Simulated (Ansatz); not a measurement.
Abridged output of a molecular run in Ansatz:

```
Functional definition: HF
1333 factors; integrals over basis functions are off by at most 1.3e-3 eV
mean field evaluation 1: about -86560.7163 eV, gradient 3.4e1 eV
mean field evaluation 2: about -86560.7655 eV, gradient 3.4e1 eV
mean field evaluation 4: about -86564.1876 eV, gradient 2.8e0 eV
mean field evaluation 8: about -86564.2249 eV, gradient 1.5e-1 eV
mean field -86564.22506668 eV, -3181.1765958615 hartree, gradient 1.9e-6 eV, S^2 0.000000; 0 other end points of the search recorded, 0 dependent functions left out
21 core orbitals not correlated: weight in the atoms' cores, before any rotation towards them, 1.000 or more for the frozen orbitals, at most 0.000 for the correlated occupied ones
reference -86564.22506668 eV, -3181.1765958615 hartree; 21, 21 occupied and 94, 94 virtual orbitals, 1333 factors
second order -20.19020974 eV of doubles, -0.00000000 eV of singles
cycle   1  -21.27389229 eV  change    -1.1e0 eV  update   8.8e-2
cycle   2  -21.81079616 eV  change   -5.4e-1 eV  update   2.6e-2
cycle   3  -21.85881493 eV  change   -4.8e-2 eV  update   8.9e-3
cycle   4  -21.85872054 eV  change    9.4e-5 eV  update   2.3e-3
cycle   5  -21.85879615 eV  change   -7.6e-5 eV  update   6.7e-4
cycle   6  -21.85840066 eV  change    4.0e-4 eV  update   2.2e-4
cycle   7  -21.85840978 eV  change   -9.1e-6 eV  update   7.4e-5
cycle   8  -21.85844708 eV  change   -3.7e-5 eV  update   2.5e-5
perturbative correction -0.54317999 eV, -0.0199614966 hartree
Total energy: -86586.62669376 eV, -3181.9998404721 hartree
```

Its atoms:

```xyz
13

C    -1.069    1.480   -0.667
Al    0.004   -0.143   -0.481
C    -0.668   -1.806    0.296
Cl    1.572   -0.376   -1.932
Se    1.592    0.655    1.571
H    -1.647    1.701    0.236
H    -0.462    2.358   -0.905
H    -1.788    1.364   -1.485
H     0.133   -2.514    0.526
H    -1.338   -2.307   -0.411
H    -1.243   -1.633    1.211
H     2.588   -0.392    1.309
H     2.326    1.611    0.731
```

Q: Which basis set was used?
A. def2-QZVPP
B. def2-SVP
C. def2-TZVPPD
D. def2-TZVPP

A: B. It gives 136 functions.

Q: Write the keys of the input that set method, charge and spin (a neutral closed shell needs none for the last two).

A: 
```yaml
correlation: {method: ccsd_t}
```
